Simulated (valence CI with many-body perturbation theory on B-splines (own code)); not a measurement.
E1 transitions of Kr3+

Level of theory: configuration interaction combined with many-body perturbation theory (CI+MBPT): five valence electrons over a frozen Dirac-Fock core [Ar] 3d10, radial functions for each j: 11 s, 11 p, 10 d, 8 f, 5 g, 2 h, with the one-electron correlation potential Σ1, the two-electron term Σ2, the three-electron term Σ3, Breit, model QED; selected CI, second order for the rest, scaled by the run's own slope (own B-spline code, finite nucleus).

Set against measurement, 66 paired levels are off by 189 cm⁻¹ on average, the worst by 409. These come from a selection out of Saloman, J. Phys. Chem. Ref. Data 36, 215 (2007). Levels without a partner in it may be off by more. Among the levels kept, up to 4100 cm⁻¹ of a level comes from second order outside the variational space, and about a tenth of that is noise between levels of different J, which matters for small intervals. 3 measured levels below the end of the list, from 202373 cm⁻¹ on, found no clear computed partner, and computed levels of the same name lie up to 1944 cm⁻¹ from them.

Lines 1 to 50 of 590 in falling wavelength, among levels below 40.148 eV, chosen from the strongest by gf and those to the six lowest levels. Wavelengths and rates use the calculated energies, so an error of 200 cm⁻¹ moves a line at 20610 Å by 4.1 % and its rate by three times that or more. Electric multipoles are in the length gauge, E1 and E2 with the static RPA response of the core. Weak lines are less certain than strong ones. Lines between different terms over intervals too small for the method are left out, as are lines whose strength nearly cancels. Where a level lies close to another of its J and parity, the split of strength between their lines is uncertain. The highest levels of a list are the least certain.

Names give the largest LS component (configuration and term), which can be under half, so a name can repeat, a term be missing and a line seem to break the LS rules; names also repeat where a configuration has a term twice. Letters in brackets count levels of one name in rising energy.

```tsv
λ vac (Å)	Upper	Lower	A (s⁻¹)	S (a.u.) with core polarisation	S without
20610	4s2 4p2 5d 4F_7/2	4s2 4p2 4f 4G°_9/2	8.29e+05	2.87e+01	2.86e+01
18610	4s2 4p2 5d 2D_5/2 [b]	4s2 4p2 4f 2F°_7/2 [c]	8.04e+05	1.54e+01	1.53e+01
17400	4s2 4p2 5d 4F_9/2	4s2 4p2 4f 4G°_11/2	1.28e+06	3.33e+01	3.32e+01
14170	4s2 4p2 5d 2F_5/2 [b]	4s2 4p2 4f 2F°_7/2 [b]	1.05e+06	8.80e+00	8.78e+00
14050	4s2 4p2 5d 2F_7/2 [b]	4s2 4p2 4f 2G°_9/2 [c]	1.41e+06	1.54e+01	1.54e+01
8852	4s 4p3 4d 4G°_11/2	4s2 4p2 5d 4F_9/2	7.02e+06	2.88e+01	2.88e+01
8017	4s 4p3 4d 4G°_7/2	4s2 4p2 5d 4P_5/2	2.30e+06	4.67e+00	4.67e+00
7929	4s2 4p2 6p 4D°_3/2 [a]	4s2 4p2 6s 4P_3/2	4.53e+06	4.46e+00	4.47e+00
7583	4s2 4p2 6p 2S°_1/2	4s2 4p2 6s 2P_1/2	1.77e+07	7.62e+00	7.62e+00
7370	4s 4p3 4d 4D°_7/2 [b]	4s2 4p2 6s 4P_5/2	8.08e+06	1.28e+01	1.28e+01
7215	4s 4p3 4d 4G°_9/2	4s2 4p2 5d 4F_7/2	1.02e+07	1.89e+01	1.89e+01
7194	4s2 4p2 6p 4P°_5/2	4s2 4p2 6s 2P_3/2	1.42e+07	1.56e+01	1.56e+01
7127	4s2 4p2 6p 4D°_5/2	4s2 4p2 5d 4P_3/2	4.25e+06	4.55e+00	4.56e+00
7088	4s2 4p2 6p 2S°_1/2	4s2 4p2 6s 4P_3/2	1.62e+07	5.70e+00	5.71e+00
6923	4s2 4p2 6p 4D°_1/2	4s2 4p2 6s 4P_1/2	4.89e+07	1.60e+01	1.60e+01
6860	4s2 4p2 6p 4D°_1/2	4s2 4p2 5d 4D_1/2	1.49e+07	4.76e+00	4.77e+00
6747	4s2 4p2 6p 4D°_3/2 [b]	4s2 4p2 5d 4P_3/2	7.22e+06	4.38e+00	4.38e+00
6669	4s2 4p2 6p 4D°_3/2 [b]	4s2 4p2 6s 2P_1/2	2.90e+07	1.70e+01	1.70e+01
6637	4s 4p3 4d 4D°_5/2 [b]	4s2 4p2 5d 4P_3/2	5.45e+06	4.72e+00	4.73e+00
6623	4s2 4p2 6p 4P°_5/2	4s2 4p2 6s 4P_5/2	6.01e+07	5.17e+01	5.17e+01
6611	4s2 4p2 6p 4D°_5/2	4s2 4p2 6s 4P_3/2	3.67e+07	3.14e+01	3.14e+01
6590	4s 4p3 4d 2D°_5/2	4s2 4p2 5d 2D_3/2 [a]	4.23e+06	3.58e+00	3.59e+00
6572	4s 4p3 4d 2D°_5/2	4s2 4p2 6s 2P_3/2	2.12e+07	1.78e+01	1.79e+01
6528	4s2 4p2 6p 2D°_3/2	4s2 4p2 5d 2P_1/2 [a]	8.20e+06	4.50e+00	4.51e+00
6510	4s2 4p2 6p 4D°_7/2	4s2 4p2 6s 4P_5/2	6.37e+07	6.94e+01	6.95e+01
6488	4s 4p3 4d 2D°_5/2	4s2 4p2 5d 2D_5/2 [a]	4.95e+06	4.01e+00	4.00e+00
6371	4s2 4p2 4f 2H°_11/2	4s2 4p2 5d 4F_9/2	2.72e+06	4.17e+00	4.17e+00
6322	4s2 4p2 6p 4P°_1/2	4s2 4p2 6s 2P_1/2	2.36e+07	5.89e+00	5.90e+00
6299	4s2 4p2 6p 4P°_5/2	4s2 4p2 5d 2F_7/2 [a]	4.49e+06	3.32e+00	3.32e+00
6288	4s 4p3 4d 4G°_7/2	4s2 4p2 5d 4F_5/2	9.76e+06	9.59e+00	9.59e+00
6283	4s2 4p2 6p 4D°_3/2 [b]	4s2 4p2 6s 4P_3/2	2.84e+07	1.39e+01	1.40e+01
6282	4s 4p3 4d 4G°_5/2	4s2 4p2 5d 4F_3/2	1.11e+07	8.15e+00	8.16e+00
6250	4s2 4p2 6p 4D°_3/2 [a]	4s2 4p2 6s 4P_1/2	5.45e+07	2.63e+01	2.63e+01
6242	4s2 4p2 6p 2D°_3/2	4s2 4p2 5d 4P_3/2	8.00e+06	3.84e+00	3.84e+00
6198	4s2 4p2 6p 4D°_3/2 [a]	4s2 4p2 5d 4D_1/2	1.54e+07	7.24e+00	7.26e+00
6193	4s2 4p2 6p 2S°_1/2	4s2 4p2 5d 2P_3/2 [b]	1.44e+07	3.38e+00	3.38e+00
6188	4s 4p3 4d 4D°_5/2 [b]	4s2 4p2 6s 4P_3/2	3.45e+07	2.42e+01	2.43e+01
6175	4s2 4p2 6p 2D°_3/2	4s2 4p2 6s 2P_1/2	3.37e+07	1.57e+01	1.57e+01
6153	4s2 4p2 6p 2P°_3/2	4s2 4p2 5d 2D_3/2 [a]	5.60e+07	2.58e+01	2.58e+01
6153	4s2 4p2 6p 2P°_1/2	4s2 4p2 6s 2P_3/2	1.15e+08	2.64e+01	2.65e+01
6137	4s2 4p2 6p 2P°_3/2	4s2 4p2 6s 2P_3/2	4.38e+07	2.00e+01	2.00e+01
6109	4s2 4p2 6p 2D°_5/2	4s2 4p2 6s 2P_3/2	3.76e+07	2.54e+01	2.54e+01
6092	4s 4p3 4d 2D°_5/2	4s2 4p2 6s 4P_5/2	1.26e+07	8.44e+00	8.45e+00
6064	4s2 4p2 6p 2P°_3/2	4s2 4p2 5d 2D_5/2 [a]	5.55e+07	2.44e+01	2.44e+01
6011	4s2 4p2 6p 4S°_3/2	4s2 4p2 6s 4P_5/2	7.81e+07	3.35e+01	3.36e+01
5974	4s2 4p2 6p 4P°_1/2	4s2 4p2 6s 4P_3/2	4.79e+07	1.01e+01	1.01e+01
5843	4s2 4p2 6p 2D°_3/2	4s2 4p2 6s 4P_3/2	2.32e+07	9.15e+00	9.17e+00
5817	4s 4p3 4d 2D°_5/2	4s2 4p2 5d 2F_7/2 [a]	3.04e+07	1.77e+01	1.77e+01
5692	4s2 4p2 6p 2D°_5/2	4s2 4p2 6s 4P_5/2	1.83e+07	1.00e+01	1.00e+01
5672	4s2 4p2 6p 2S°_1/2	4s2 4p2 5d 4D_1/2	3.06e+07	5.51e+00	5.51e+00
```
